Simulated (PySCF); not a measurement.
Spectrum to structure. The calculation used PySCF 2.14.0, density-fitted response routines, TDDFT wB97X-D/def2-SVPD, vertical, gas phase, core orbitals frozen in the response. Geometries: GFN2-xTB, one conformer each.

```tsv
state	E (eV)	f	main configurations (H = HOMO, L = LUMO)
S1	6.41	0.0013	H→L (82%), H→L+1 (8%)
S2	7.04	0.0058	H-1→L (83%)
S3	7.59	0.044	H→L+2 (87%)
S4	7.73	0.065	H→L+1 (72%), H-1→L+1 (9%)
S5	7.82	0.0043	H-1→L+2 (43%), H-1→L+1 (25%)
S6	8.13	0.025	H→L+3 (60%), H-2→L (10%)
S7	8.19	0.017	H-1→L+1 (42%), H-1→L+2 (27%), H-2→L (13%)
S8	8.23	0.0017	H-2→L (49%), H→L+3 (12%), H-1→L+1 (9%)
```

Triplets computed (Tamm–Dancoff): 5.93, 6.68, 7.00 eV.

Question: Which structure fits? All have the formula C3H7FOSi.
A. `C[C@@H]1CO[Si@@H]1F`
B. `O[Si@@H]1CC[C@@H]1F`
C. `F[SiH2]OC1CC1`

Answer: B. Its S1, at 6.41 eV, is the lowest among the candidates; the nearest of the others has S1 at 7.25 eV. S1 is HOMO→LUMO (82%), HOMO→LUMO+1 (8%). Löwdin shares by element: HOMO carbon 43% or more, silicon 18%, fluorine 16% (atoms not listed hold the other 24%); LUMO silicon 30%, oxygen 20%, hydrogen 9% or more, carbon 8% or more (atoms not listed hold the other 32%). At the same level the other candidates give, for their lowest levels:
- `C[C@@H]1CO[Si@@H]1F`: 7.25 eV (f 0.029); 7.73 eV (f 0.004); 7.93 eV (f 0.033); 8.13 eV (f 0.023); 8.24 eV (f 0.025); T1 6.71 eV; HOMO -10.01, LUMO 1.91 eV
- `F[SiH2]OC1CC1`: 7.61 eV (f 0.012); 7.86 eV (f 0.013); 8.30 eV (f 0.009); 8.41 eV (f 0.025); 8.45 eV (f 0.016); T1 7.46 eV; HOMO -9.71, LUMO 2.21 eV

Conformer computed: `[OH:1][Si@@H:2]1[CH2:3][CH2:4][C@@H:5]1[F:6]`: H–O1–Si2–C3 60°.
